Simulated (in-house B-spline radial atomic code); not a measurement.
# Ionising Tb⁺ with different functionals

Computed with a radial B-spline atomic code at the basis-set limit: four-component Dirac-Coulomb Hamiltonian, Fermi nucleus of rms radius 5.06 fm, spin-restricted, spherical fractional occupations for the functionals. The ionisation energy is the difference of two self-consistent energies, [Xe] 4f9 6s1 → [Xe] 4f9, without Breit or QED terms; ε is the level of the shell that loses the electron (mean over j).

Hybrids are left out here: with spherical fractional occupations of an open shell their exact exchange keeps a self-interaction that integer-occupation calculations don't have.

```json
{"method": "LDA VWN5", "rung": "LDA", "ΔSCF (eV)": "11.72", "-ε(6s) (eV)": "9.00"}
{"method": "relativistic LDA", "rung": "LDA", "ΔSCF (eV)": "11.70", "-ε(6s) (eV)": "8.98"}
{"method": "LDA PW92", "rung": "LDA", "ΔSCF (eV)": "?", "-ε(6s) (eV)": "?"}
{"method": "LDA exchange-only", "rung": "LDA", "ΔSCF (eV)": "10.86", "-ε(6s) (eV)": "8.12"}
{"method": "PBE", "rung": "GGA", "ΔSCF (eV)": "11.52", "-ε(6s) (eV)": "8.74"}
{"method": "PBEsol", "rung": "GGA", "ΔSCF (eV)": "11.41", "-ε(6s) (eV)": "8.73"}
{"method": "BLYP", "rung": "GGA", "ΔSCF (eV)": "?", "-ε(6s) (eV)": "?"}
{"method": "RPBE", "rung": "GGA", "ΔSCF (eV)": "11.47", "-ε(6s) (eV)": "8.59"}
{"method": "PW91", "rung": "GGA", "ΔSCF (eV)": "11.56", "-ε(6s) (eV)": "8.76"}
{"method": "BP86", "rung": "GGA", "ΔSCF (eV)": "11.55", "-ε(6s) (eV)": "8.93"}
{"method": "AM05", "rung": "GGA", "ΔSCF (eV)": "11.38", "-ε(6s) (eV)": "8.69"}
{"method": "OLYP", "rung": "GGA", "ΔSCF (eV)": "11.40", "-ε(6s) (eV)": "8.34"}
```

(1) What does BLYP give?

(2) What does LDA PW92 give?

(3) How do they compare with the NIST value?

Results:

(1) ΔSCF 11.65 eV, and -ε(6s) = 8.78 eV.

(2) ΔSCF 11.73 eV, and -ε(6s) = 9.00 eV.

(3) NIST lists 11.51 eV ± 0.02 (semi-empirical, ground level to ground level). Errors run from -0.66 to +0.21 eV; PBE is closest (+0.01 eV), but part of that can be cancellation, since the calculations leave out Breit-QED terms, spin polarisation, the choice among j levels, multiplet and fine-structure energies.
